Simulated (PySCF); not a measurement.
C2H4N, SMILES [NH+]#CC, charge +1. Geometry: PBE-D3(BJ)/def2-TZVP. The isomer is the one that the SMILES or the coordinates give; other isomers of the formula were not compared.

Computed equilibrium geometry at PBE-D3(BJ)/def2-TZVP (PySCF confirms it by a frequency run) as Cartesian coordinates in Å, and its point group:
point group C3v.
```xyz
7

C      0.0000     0.0000    -1.2657
C      0.0000     0.0000     0.1622
N      0.0000     0.0000     1.3117
H      0.9015     0.5205    -1.6293
H     -0.9015     0.5205    -1.6293
H      0.0000    -1.0410    -1.6293
H      0.0000     0.0000     2.3277
```
Charge +1, spin multiplicity 1.
